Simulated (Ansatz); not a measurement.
Ansatz (a first-principles code) input:

Ansatz 0.2 input:
```yaml
crystal:
  periodic: [false, false, false]
  atoms:
    - {symbol: B, position_ang: [-0.00551567, 0.00557876, 0.01667771]}
    - {symbol: F, position_ang: [0.39974645, -0.40582178, -1.20472090]}
    - {symbol: O, position_ang: [-1.29701981, -0.11951926, 0.39340679]}
    - {symbol: C, position_ang: [-2.30006484, -0.68237970, -0.44361651]}
    - {symbol: O, position_ang: [0.87219930, 0.55059177, 0.88739849]}
    - {symbol: C, position_ang: [2.25138416, 0.73195264, 0.58991967]}
    - {symbol: H, position_ang: [-2.70854797, -1.56763013, 0.04530901]}
    - {symbol: H, position_ang: [-1.90529527, -0.96005582, -1.42134197]}
    - {symbol: H, position_ang: [-3.09786452, 0.05002810, -0.57074251]}
    - {symbol: H, position_ang: [2.47922401, 1.79832669, 0.61536791]}
    - {symbol: H, position_ang: [2.51242458, 0.33073055, -0.38976298]}
    - {symbol: H, position_ang: [2.84056778, 0.22708517, 1.35600892]}
basis:
  gaussian:
    orbitals: aug-cc-pVTZ
magnetization: {spin_polarized: true, initial_magnetization: 2}
correlation: {method: ccsd_t, electrons: outside_noble_gas}
```

Task: Predict the final energy.

Result: -354.34824 Eh (CCSD(T)/aug-cc-pVTZ). The basis has 414 functions.

This state (charge 0, triplet) is run at the relaxed geometry of the species with charge 0 and multiplicity 1, and is a spin state other than that species' own.

The program attaches cautions to this result: other roots.

The determinant is spin-contaminated: <S^2> is 2.12 against 2.00 for a pure state.
